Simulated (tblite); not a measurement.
A tight-binding relaxation on `NB(N)[SiH2]N([SiH3])[SiH3]`.

Computed with GFN2-xTB geometry optimisation, gas phase (tblite 0.8.0). Start geometry: from a force field or distance geometry. The command runs a driver script over a list of jobs; the input below is this job's line of settings and its coordinates in Å.

Command:
```bash
OMP_NUM_THREADS=1 python probes_run.py task.json out
```

Input:
```
{"job": {"kind": "relax", "xc": "GFN2-xTB", "basis": "xTB"}, "charge": 0, "multiplicity": 1}
N      2.298100    -1.073500     0.928900
B      1.856000     0.191400     0.162900
N      2.675100     0.714800    -0.986600
Si     0.098900     0.907000     0.628500
N     -1.090700    -0.065500    -0.194600
Si    -1.972700     0.711900    -1.507000
Si    -1.890400    -1.336600     0.662100
H      3.037600    -0.745900     1.603800
H      1.460800    -1.439100     1.461500
H      3.381200    -0.000400    -1.264300
H      3.132700     1.591100    -0.651600
H      0.120600     2.296000     0.166100
H     -0.000000     0.899500     2.104700
H     -1.653700     2.151800    -1.657200
H     -1.618200     0.017100    -2.757600
H     -3.415500     0.497000    -1.300000
H     -2.183400    -1.077200     2.074200
H     -1.079300    -2.575700     0.530700
H     -3.167000    -1.654300    -0.012000
```

Output:
```
step      E/eV     max force
  0    -580.95276    2.501
  1    -581.27962    1.847
  2    -581.54635    1.046
  3    -581.60477    0.799
  4    -581.78523    1.338
  5    -581.87999    1.510
  6    -582.03372    1.062
  7    -582.11486    0.665
  8    -582.17308    0.707
  9    -582.24169    1.062
... (102 lines left out)
112    -582.74857    0.022
113    -582.74862    0.018
114    -582.74871    0.013
115    -582.74877    0.015
116    -582.74882    0.013
117    -582.74884    0.013
118    -582.74887    0.012
119    -582.74891    0.011
120    -582.74896    0.013
121    -582.74898    0.008
```

«max force» is the largest atomic force in eV/Å.

Question: From which step on does the largest force stay under 0.1 eV/Å, and how much energy is left to gain from there?

Answer: From step 57 (0.081 eV/Å), 16.7 meV above the end.

In short: energy lowered by 41.4 kcal/mol over 121 steps; largest atomic force 0.008 eV/Å at the end.

Question: Where do the atoms end?

Answer: 0.504 Å rms from the input after alignment:
```
atom  x, y, z in Å
N1     2.0880   -1.0120    1.0083
B2     1.7318    0.1723    0.3402
N3     2.5856    0.6307   -0.6782
Si4    0.0665    1.1030    0.7869
N5    -1.2953    0.2488    0.0294
Si6   -1.7884    0.6616   -1.5800
Si7   -1.7643   -1.2862    0.6807
H8     2.9014   -1.5611    0.7838
H9     1.5274   -1.4228    1.7322
H10    3.4239    0.1516   -0.9635
H11    2.4115    1.4625   -1.2118
H12   -0.0951    2.4964    0.3196
H13   -0.3269    1.1594    2.2129
H14   -1.5700    2.0948   -1.7664
H15   -1.0080   -0.0804   -2.5840
H16   -3.2059    0.3291   -1.7269
H17   -1.5204   -1.2584    2.1239
H18   -0.9871   -2.3871    0.0880
H19   -3.1844   -1.4928    0.3975
```

Question: How long does this job take on an Arm Neoverse V1 with one thread, shared host?

Answer: About 1.1 s.
Labels such as C1 count atoms from 1, the log's own numbers from 0.
